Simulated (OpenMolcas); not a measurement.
Nb2+ among 6 point charges of -1 e arranged as an octahedron (Oh), 2.02 Å from the ion.
```
   2.0200    0.0000    0.0000  -1.00
   0.0000    2.0200    0.0000  -1.00
  -2.0200    0.0000    0.0000  -1.00
   0.0000   -2.0200    0.0000  -1.00
   0.0000    0.0000    2.0200  -1.00
   0.0000    0.0000   -2.0200  -1.00
```

```json
{"Program": "OpenMolcas", "Method": "CASSCF", "Basis": "ANO-RCC-VDZP [6s5p3d1f]", "Scalar Hamiltonian": "DKH2, point nucleus", "Active space": "3 electrons in 5 orbitals (4d)", "State averaging": "2S+1 = 4 even, 10 roots; 2S+1 = 2 even, 40 roots", "Spin-orbit coupling": "state interaction with AMFI integrals over the reference wave functions"}
```

Q: What is the spin-free ground state (labels of O, the rotations of Oh)?

A: 4A2, 1-fold in its orbital part, 100 % from free-ion F terms; it has the highest spin that d3 allows.

Q: Where is the first state of the same spin?

A: 4T2 at 11400 cm-1 above the ground state.

Q: What are the lowest two levels with spin-orbit coupling?

A: A 4-fold level Γ8, then a 4-fold level Γ8 11038 cm-1 above it. Their leading multiplicities are 4 (100 %) and 4 (71 %).

Q: What is χT at 300 K, and how does it compare with the textbook value?

A: The lowest level has 2S+1 = 4, for which the spin-only value is χT = S(S+1) / 2 = 1.875 cm3 K/mol (g = 2). The computed 1.701 at 300 K differs by -0.174, through orbital momentum, spin-orbit coupling and any other state in reach.

Without dynamic correlation the repulsion within the d shell is too large (B by tens of per cent), so at a given field states of lower spin stand too high. Point charges carry no covalency, so the field is a model and not that of real ligands. No measured value stands beside these numbers.
